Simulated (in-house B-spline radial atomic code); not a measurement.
**RPA and G0W0 on PBE: the manganese ion Mn²²⁺**

Configuration [He] 2s1, highest spin, mean-field start PBE. Computed with an all-electron radial atomic-structure program (B-spline basis): all electrons, non-relativistic, point nucleus, each spin shell either full or empty, empty states to l = 9 with an (l + 1/2)⁻⁴ tail; G0W0 by contour deformation at full frequency.

Command:
```bash
python run_gw.py task.json out
```
Settings (radii: box in bohr, nucleus in fm):
```
Z                        25
electrons                3
configuration            [He] 2s1
hamiltonian              nr
method                   pbe,pbe
lmax                     9
spin_polarised           True
box_radius               3.81
intervals                45
ion_configuration        1s2
```

Cost of the run: 0.6 s on 1 thread of Intel(R) Xeon(R) 6975P-C (Granite Rapids) (shared host).

Energies (hartree):

```csv
term,value
mean-field total,-677.72436
Hartree-Fock functional on these orbitals,-677.90922
direct second order,-0.33419
second-order exchange,0.28122
SOSEX correction,0.21713
```

Problem. What is the RPA correlation energy, and what remains with SOSEX?

Solution. RPA gives -0.26894 hartree (-2.44 eV per electron); RPA + SOSEX gives -0.051809, and the second-order doubles -0.052968 hartree (no singles). SOSEX takes back 81 % of the RPA value.

Quasi-particle levels (eV):

```json
{"level": "2s up", "occupied": "yes", "mean field": "-1826.69", "Σx - vxc": "-35.30", "Σc": "?", "QP weight": "?", "G0W0": "?"}
{"level": "1s down", "occupied": "yes", "mean field": "-7791.28", "Σx - vxc": "-156.18", "Σc": "2.49", "QP weight": "0.998", "G0W0": "-7944.96"}
{"level": "1s up", "occupied": "yes", "mean field": "-7798.02", "Σx - vxc": "-163.18", "Σc": "1.62", "QP weight": "0.986", "G0W0": "-7959.58"}
{"level": "2s down", "occupied": "no", "mean field": "-1794.00", "Σx - vxc": "29.39", "Σc": "-10.72", "QP weight": "0.896", "G0W0": "-1775.33"}
```

G0W0 = mean field + (Σx - vxc) + Σc, with Σc (partial-wave tail included) taken at the quasi-particle energy.

Problem. Where does G0W0 put 2s up?

Solution. At -1867.83 eV, with Σc = -5.84 eV and a quasi-particle weight of 0.964. The tabulated removal energy is 1879.873 ± 0.007 eV (NIST, tabulated theory); the calculation leaves out relativity, Breit and QED terms, and what these don't explain is the method's own error.

Problem. What does it cost to remove one electron (to 1s2) by differences of total energies, each species on its own start (correlation terms add to the Hartree-Fock functional)?

Solution. PBE 1864.08 eV, Hartree-Fock functional 1861.93 eV, + RPA 1866.73 eV, + RPA + SOSEX 1862.08 eV, + second order 1862.10 eV. Tabulated: 1879.873 ± 0.007 eV (NIST, tabulated theory); the calculation leaves out relativity, Breit and QED terms, and what these don't explain is the method's own error.
